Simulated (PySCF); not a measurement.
Ag(2+): ionisation energy

Ag(2+) [Kr] 4d9 (2D) → Ag(3+) [Kr] 4d8 (3F), as a difference of total energies. Computed with PySCF 2.14 in x2c-SVPall, with the spin-free X2C one-electron Hamiltonian (Gaussian nucleus). Correlated levels: valence: [Kr] frozen. The calculations carry no spin-orbit coupling.

```tsv
method	ionisation energy (eV)
UHF	33.012
MN15	35.231
M06-L	34.432
MP2 (valence)	34.415
SCS-MP2 (valence)	34.306
```

**Question.** How much does correlation contribute at MP2 (valence)?

**Answer.** 34.415 − (33.012) = 1.403 eV, measured against UHF.

The reference lies between the lowest fine-structure levels, while these numbers refer to the centres of the terms.

Errors of the correlated levels include the incompleteness of this basis and the frozen core.

For comparison: 34.8 ± 0.3 eV (semi-empirical (NIST evaluation); NIST Atomic Spectra Database, ionization energies).
